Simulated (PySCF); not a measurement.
A structure optimised at B3LYP-D3(BJ)/def2-SVP, used in a PySCF frequency run:

```xyz
14

Sn     0.8041     0.3970    -0.0673
C     -0.4592    -1.3522     0.2800
C     -1.8897    -1.2269    -0.2530
C     -2.6962    -0.0968     0.3855
H      2.4635    -0.0579     0.0285
H      0.4887     1.0292    -1.6401
H      0.5161     1.6392     1.0907
H      0.0623    -2.2026    -0.1870
H     -0.4595    -1.5359     1.3674
H     -1.8672    -1.0871    -1.3482
H     -2.4184    -2.1835    -0.0855
H     -2.7379    -0.2071     1.4821
H     -2.2522     0.8906     0.1728
H     -3.7315    -0.0781     0.0104
```
Charge 0, spin multiplicity 1.

Q: Write its SMILES and formula.

A: CC[CH2][SnH3], C₃H₁₀Sn

Q: What are its rotational constants (standard atomic weights)?

A: 9.0867, 1.7094, 1.5502 GHz
